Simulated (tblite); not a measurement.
Species: C3H9PSi.
SMILES with atom numbers: `[PH2:1][SiH:2]1[CH2:3][CH2:4][CH2:5]1` (hydrogens: H6, H7 on P1; H8 on Si2; H9, H10 on C3; H11, H12 on C4; H13, H14 on C5)

Computed with GFN2-xTB (tblite), gas phase: Langevin dynamics at 400 K from the optimised GFN2-xTB geometry, time step 0.5 fs, friction 0.01 fs⁻¹, 2000 steps. The instantaneous temperature is 2·E(kin)/(3Nk) with all 3N coordinates.

```tsv
t (fs)	T (K)	E(pot) above start (eV)	P1–Si2 (Å)	Si2–C3 (Å)	C3–C4 (Å)	C4–C5 (Å)	Si2–C5 (Å)	P1–H6 (Å)
0	310	0.000	2.247	1.923	1.539	1.539	1.915	1.382
25	292	0.258	2.249	1.933	1.527	1.522	1.906	1.420
50	161	0.482	2.246	1.938	1.525	1.516	1.966	1.387
75	265	0.347	2.252	1.960	1.523	1.515	1.900	1.362
100	249	0.428	2.283	1.924	1.511	1.558	1.942	1.384
125	230	0.508	2.259	2.011	1.569	1.531	1.949	1.418
150	282	0.478	2.309	1.885	1.594	1.534	1.880	1.414
175	245	0.484	2.229	1.976	1.532	1.564	1.958	1.302
200	284	0.534	2.307	1.908	1.483	1.558	1.955	1.456
225	403	0.479	2.287	1.919	1.569	1.573	1.884	1.401
250	265	0.764	2.201	1.940	1.634	1.587	1.968	1.391
275	423	0.579	2.305	1.882	1.552	1.537	1.878	1.377
300	298	0.687	2.290	1.912	1.478	1.516	1.999	1.372
325	440	0.392	2.244	1.884	1.580	1.535	1.850	1.391
350	400	0.396	2.183	1.908	1.614	1.507	1.981	1.401
375	411	0.619	2.358	1.914	1.542	1.489	1.953	1.397
400	421	0.639	2.261	1.918	1.484	1.575	1.927	1.329
425	502	0.753	2.211	1.903	1.554	1.626	1.926	1.370
450	475	0.770	2.299	1.946	1.620	1.548	1.854	1.492
475	518	0.759	2.292	2.024	1.580	1.472	2.032	1.378
500	556	0.662	2.290	1.873	1.541	1.496	1.844	1.317
525	382	0.891	2.179	1.948	1.516	1.615	1.987	1.457
550	529	0.658	2.286	1.952	1.545	1.601	1.921	1.499
575	516	0.678	2.249	1.916	1.558	1.494	1.900	1.315
600	462	0.800	2.225	1.897	1.523	1.510	1.889	1.352
625	483	0.715	2.312	1.909	1.509	1.638	1.912	1.517
650	526	0.887	2.344	1.991	1.561	1.631	2.080	1.423
675	440	0.893	2.279	1.851	1.546	1.507	1.840	1.306
700	508	0.712	2.172	1.924	1.580	1.512	1.973	1.420
725	449	0.724	2.316	1.944	1.526	1.603	1.946	1.428
750	588	0.627	2.345	1.963	1.526	1.562	1.932	1.400
775	375	0.941	2.093	1.975	1.606	1.531	1.947	1.423
800	410	0.766	2.399	1.900	1.539	1.513	1.874	1.369
825	536	0.770	2.286	2.031	1.488	1.606	1.944	1.395
850	479	0.822	2.164	1.861	1.560	1.599	1.865	1.441
875	391	0.820	2.272	1.894	1.556	1.493	1.956	1.383
900	430	0.832	2.298	1.981	1.593	1.523	1.904	1.379
925	378	0.844	2.210	1.852	1.547	1.580	1.957	1.415
950	556	0.893	2.291	2.006	1.532	1.628	1.854	1.511
975	501	0.903	2.373	1.871	1.519	1.567	2.007	1.397
1000	328	0.912	2.191	1.937	1.593	1.490	1.833	1.311
```

**Question.** From 500 fs on, how do temperature and potential energy compare with equipartition?

**Answer.** The mean temperature of these 21 frames is 468 K against the target 400 K, and the mean potential energy 0.80 eV against 36 × kT/2 = 0.62 eV for 36 classical harmonic modes. For 14 atoms in a canonical ensemble the temperature itself scatters by T·√(2/(3N)) = 87 K; here its standard deviation is 70 K. The whole run lasts only 10 friction times of 100 fs, so these averages carry a wide statistical error.

**Question.** What are the kinetic and total energies of the listed frame with the highest potential energy?

**Answer.** The one at 775 fs, 0.941 eV above the start. Its kinetic energy is 3NkT/2 = 0.678 eV at 375 K, so the sum is 1.62 eV; over the listed frames the sum runs from 0.56 to 1.90 eV, since the thermostat adds and removes energy.

**Question.** How much do the listed bonds fluctuate from 500 fs on?

**Answer.** 
```
  bond  at the start (Å)  mean (Å)  standard deviation (Å)
P1–Si2             2.247     2.265                   0.075
Si2–C3             1.923     1.927                   0.051
 C3–C4             1.539     1.546                   0.029
 C4–C5             1.539     1.557                   0.052
Si2–C5             1.915     1.922                   0.060
 P1–H6             1.382     1.403                   0.061
```

The motion is classical and holds no zero-point motion.

What follows is the cost of the whole dynamics run. Time: 11 s of wall time; peak memory 0.18 GiB. Hardware: one thread of an Intel Xeon Platinum 8488C, on a shared host.
